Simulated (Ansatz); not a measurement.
Total energies of Ge(iPr)2Cl2 (C₆H₁₄Cl₂Ge) from Ansatz at PBE0-D4/def2-TZVP, gas phase (1 Eh = 27.2114 eV = 2625.5 kJ/mol). The reference geometry is relaxed at PBE-D4/def2-SVP.

```csv
state,geometry,energy (Eh)
charge 0 singlet,reference,-3233.86426
charge 1 doublet,reference,-3233.52009
free Ge atom (triplet),–,-2076.65516
free C atom (triplet),–,-37.80537
free H atom (doublet),–,-0.50104
free Cl atom (doublet),–,-459.99739
```

(1) Work out the vertical ionisation energy to the doublet.

(2) What is the binding energy per atom against free atoms?

(1) E(charge 1 doublet) − E(charge 0 singlet) = -3233.52009 − (-3233.86426) = 0.34417 Eh = 9.37 eV. For comparison, −ε of the highest occupied level is 7.77 eV at this level, 1.60 eV less.

(2) Atoms: 1 × (-2076.65516) + 6 × (-37.80537) + 14 × (-0.50104) + 2 × (-459.99739) = -3230.49672 Eh. Binding: -3230.49672 − (-3233.86426) = 3.36754 Eh = 91.64 eV, or 3.98 eV for each of 23 atoms (no zero-point energy, no counterpoise term).
